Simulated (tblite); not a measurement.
Species: C₆H₇F₃Si.
Structure used (GFN2-xTB), in Å, numbered top down from 1:
```
atom  x, y, z in Å
F1     2.2115   -1.5379    0.2634
C2     2.3391   -0.3157   -0.2726
F3     3.6418    0.0058   -0.1645
F4     2.0924   -0.4451   -1.5840
C5     1.4471    0.7172    0.3904
C6    -0.0017    0.3679    0.1768
C7    -0.7797    0.9024   -0.7734
Si8   -2.5000    0.1315   -0.6919
C9    -1.9115   -0.9226    0.7593
C10   -0.6308   -0.6446    1.0238
H11    1.7001    0.7349    1.4529
H12    1.6873    1.6841   -0.0556
H13   -0.4140    1.6494   -1.4571
H14   -2.8386   -0.6461   -1.8812
H15   -3.5323    1.1006   -0.3241
H16   -2.4664   -1.6530    1.3235
H17   -0.0512   -1.1168    1.8045
```

Method: GFN2-xTB as coded in tblite; computed harmonic values from a numerical Hessian at the method's own geometry, unscaled. The method is semi-empirical: single wavenumbers can be off by several per cent or more. Modes of hydrogen on silicon can be 10 to 20 % off. One conformer, not necessarily the lowest.

Harmonic wavenumbers (cm⁻¹): 27.6, 54.6, 76.5, 181.9, 260.9, 267.3, 291.9, 359.0, 443.4, 466.9, 474.2, 483.8, 498.0, 545.2, 580.7, 611.0, 654.4, 737.6, 772.0, 784.5, 789.3, 807.4, 827.9, 890.6, 913.8, 929.6, 1029.9, 1046.2, 1119.2, 1122.8, 1175.3, 1182.0, 1245.1, 1277.7, 1335.0, 1434.9, 1565.8, 1630.8, 2258.0, 2276.9, 2985.4, 2998.6, 3063.8, 3103.5, 3105.5.

A = 2731, B = 623.6, C = 582.3 MHz; mass 164.027 u (most abundant isotopes); point group C1, symmetry number 1.

Task: What is the zero-point energy?

Result: ½Σν̃ = 24343 cm⁻¹ = 291.21 kJ/mol.

Task: Entropy at 273.15 K, 1 bar (ideal gas, RRHO, classical rotation)?

Result: Translation 170.64, rotation 125.11, vibration 115.93: S = 411.7 J/(mol K).

Task: And Cp and H(273.15 K) − H(0)?

Result: Cp = 159.59 J/(mol K), of which vibrations give 126.33 (their classical limit is 45 R = 374.2); H(273.15 K) − H(0) = 25.51 kJ/mol without the zero-point energy, 16.43 from vibrations.

Task: Which modes carry the vibrational entropy at 273.15 K?

Result: 27.6 cm⁻¹: 24.36; 54.6 cm⁻¹: 18.70; 76.5 cm⁻¹: 15.93; 181.9 cm⁻¹: 8.98; 260.9 cm⁻¹: 6.30; 267.3 cm⁻¹: 6.12 J/(mol K); the other 39 give 35.54 together.

Task: What must be added to the electronic energy to get the Gibbs energy at 273.15 K and 1 bar?

Result: ZPE + [H(273.15 K) − H(0)] − T·S = 291.21 + 25.51 − 112.45 = 204.27 kJ/mol.

Hindered rotation and anharmonicity are outside this model. Other conformers, if any are populated, would add a mixing term that is left out. The structure is chiral; the term R ln 2 for an equal mix with its mirror image is left out.
